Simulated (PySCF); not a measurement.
## Indirect couplings

Molfile (atoms numbered from 1):
```
C7H12
     RDKit          3D

 19 20  0  0  0  0  0  0  0  0999 V2000
    1.3816    0.6318   -0.3777 C   0  0  0  0  0  0  0  0  0  0  0  0
    0.0544    1.3672   -0.6150 C   0  0  0  0  0  0  0  0  0  0  0  0
   -1.0883    0.6605    0.1098 C   0  0  1  0  0  0  0  0  0  0  0  0
   -1.2747   -0.7338   -0.5047 C   0  0  0  0  0  0  0  0  0  0  0  0
   -0.1533   -1.1883    0.4400 C   0  0  1  0  0  0  0  0  0  0  0  0
    1.1926   -0.8831   -0.2124 C   0  0  0  0  0  0  0  0  0  0  0  0
   -0.5720   -0.0426    1.3753 C   0  0  0  0  0  0  0  0  0  0  0  0
    2.0727    0.8347   -1.1975 H   0  0  0  0  0  0  0  0  0  0  0  0
    1.8433    1.0272    0.5286 H   0  0  0  0  0  0  0  0  0  0  0  0
   -0.1771    1.4024   -1.6825 H   0  0  0  0  0  0  0  0  0  0  0  0
    0.1477    2.3979   -0.2656 H   0  0  0  0  0  0  0  0  0  0  0  0
   -1.9663    1.3020    0.1986 H   0  0  0  0  0  0  0  0  0  0  0  0
   -1.0952   -0.8333   -1.5739 H   0  0  0  0  0  0  0  0  0  0  0  0
   -2.2368   -1.1763   -0.2536 H   0  0  0  0  0  0  0  0  0  0  0  0
   -0.1921   -2.2085    0.8245 H   0  0  0  0  0  0  0  0  0  0  0  0
    2.0095   -1.2834    0.3923 H   0  0  0  0  0  0  0  0  0  0  0  0
    1.2299   -1.3806   -1.1846 H   0  0  0  0  0  0  0  0  0  0  0  0
    0.2014    0.4518    1.9569 H   0  0  0  0  0  0  0  0  0  0  0  0
   -1.3870   -0.3363    2.0340 H   0  0  0  0  0  0  0  0  0  0  0  0
  1  2  1  0
  2  3  1  0
  3  4  1  0
  4  5  1  0
  5  6  1  0
  5  7  1  0
  6  1  1  0
  7  3  1  0
  1  8  1  0
  1  9  1  0
  2 10  1  0
  2 11  1  0
  3 12  1  1
  4 13  1  0
  4 14  1  0
  5 15  1  1
  6 16  1  0
  6 17  1  0
  7 18  1  0
  7 19  1  0
M  END
```

Couplings: B3LYP/pcJ-1 (without the spin–dipole term) in PySCF 2.14.0 with density-fitted response routines, geometry GFN2-xTB; gas phase, one conformer, non-relativistic. Couplings are averaged over pairs made equivalent by symmetry, fast rotation or ring inversion, so a value needn't be that of the named pair in this geometry, while other rotamers aren't included; one pair stands for each set, and the list holds a selection of those of at least 0.8 Hz over up to four bonds.

Isotopes: 13C, 1H.

```
    pair  bonds  J (Hz)
  C1, C2      1       ?
  C1, H8      1   133.2
  C2, C3      1    33.7
 C2, H10      1   132.7
  C3, C4      1    27.8
 C3, H12      1   146.3
 C4, H13      1   142.0
 C4, H14      1       ?
  C1, C3      2       ?
 C1, H10      2       ?
  C2, C4      2    -1.2
  C2, C6      2    -1.9
  C2, H8      2    -3.4
 C3, H10      2    -3.5
  C4, C7      2    -5.9
 C4, H12      2    -1.8
  C2, C5      3     2.8
 C2, H13      3       ?
  C3, H8      3     3.3
 C3, H15      3     9.3
 C4, H10      3       ?
 C4, H11      3       ?
 C4, H18      3    12.4
 H8, H11      3       ?
H12, H15      4     5.3
H13, H18      4     7.3
```

Estimate the withheld couplings, with signs.

Answers


- 1J(C1,C2) = 33.0 Hz (bond length 1.536 Å)
- 1J(C4,H14) = 139.5 Hz (bond length 1.088 Å, sp3 carbon)
- 2J(C1,C3) = -1.8 Hz (angle at C2 111°)
- 2J(C1,H10) = -3.1 Hz
- 3J(C2,H13) = 4.4 Hz
- 3J(C4,H10) = 4.3 Hz (mean over equivalent pairs that range from 1.1 to 7.5 Hz in this conformer)
- 3J(C4,H11) = 8.9 Hz (mean over equivalent pairs that range from 8.0 to 9.8 Hz in this conformer)
- 3J(H8,H11) = 6.1 Hz (mean over equivalent pairs that range from 0.6 to 11.7 Hz in this conformer)
